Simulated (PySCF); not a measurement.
CuF⁺: mean field, correlation and small terms against distance

State: ²Σ⁺, doublet, unpaired electrons σ ↑. ROHF-based CCSD(T) in PySCF 2.14 with Cu aug-cc-pVDZ-PP with ECP10, F aug-cc-pVDZ and Cu aug-cc-pVTZ-PP with ECP10, F aug-cc-pVTZ (frozen core orbitals: 5; scalar-relativistic core potentials). Correlation energies are extrapolated as n⁻³ (n = 2, 3), Hartree–Fock as (n+1)·exp(−9√n). All energies in eV from Cu⁺ (3d10) + F.

```csv
R (Å),HF/CBS,CCSD corr.,(T),total
1.4940,-0.319,-0.389,-0.0430,-0.751
1.5620,-0.883,-0.290,-0.0448,-1.217
1.6299,-1.138,-0.223,-0.0505,-1.411
1.6978,-1.178,-0.182,-0.0602,-1.419
1.7657,-1.066,-0.162,-0.0744,-1.303
1.8506,-0.786,-0.164,-0.1000,-1.050
1.9355,-0.408,-0.193,-0.1380,-0.740
```

A fit to the total gives Re = 1.6663 Å, De = 1.434 eV, ωe = 777.0 cm⁻¹, Be = 0.4160 cm⁻¹ (masses 62.9296 and 18.9984 u).

**Question.** At R = 1.6978 Å the CCSD correlation energy is -0.547029 hartree in the smaller basis and -0.654506 in the larger. Extrapolate it.

**Answer.** (3³·E3 − 2³·E2)/(3³ − 2³) = -0.69976 hartree; the larger basis holds 93.5 % of it.

The T1 diagnostic is 0.051, large enough to doubt a single reference. The state was picked by a PBE0 search and need not be the measured ground state. Spin–orbit coupling, excitations beyond (T) and corrections to the Born–Oppenheimer picture are left out.
